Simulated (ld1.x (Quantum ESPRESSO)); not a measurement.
Pseudopotential generation for hydrogen (H): TM semilocal, PBEsol, scalar-relativistic.

ld1.x (Quantum ESPRESSO) 7.5 input, shortened:

```
&input
   title='H', zed=1., rel=1, dft='PBESOL', iswitch=3,
   config='1s1 2p-2'
 /
 &inputp
   pseudotype=1, tm=.true., lloc=1,
   nlcc=.false.
 /
2
1S  1  0   1.00   0.00  0.65  0.65  0.0
2P  2  1  -2.00  -0.15  0.55  0.55  0.0
 &test
   configts(1)='1s1'
 /
```

- Cutoffs needed: 35 Ry and 80 Ry (the cutoffs (Ry, on a coarse ladder) from which the occupation-weighted sum of valence levels, in a spherical-Bessel basis at the reference potential, stays within 10 and 1 mRy of its value at 400 Ry)
- Ghost test: no extra level below or beside the all-electron valence levels (s, p tested); the semilocal form is local in each channel, so this says nothing of the separable form that plane-wave codes build from it (spherical-Bessel basis up to 400 Ry, 20 bohr box)
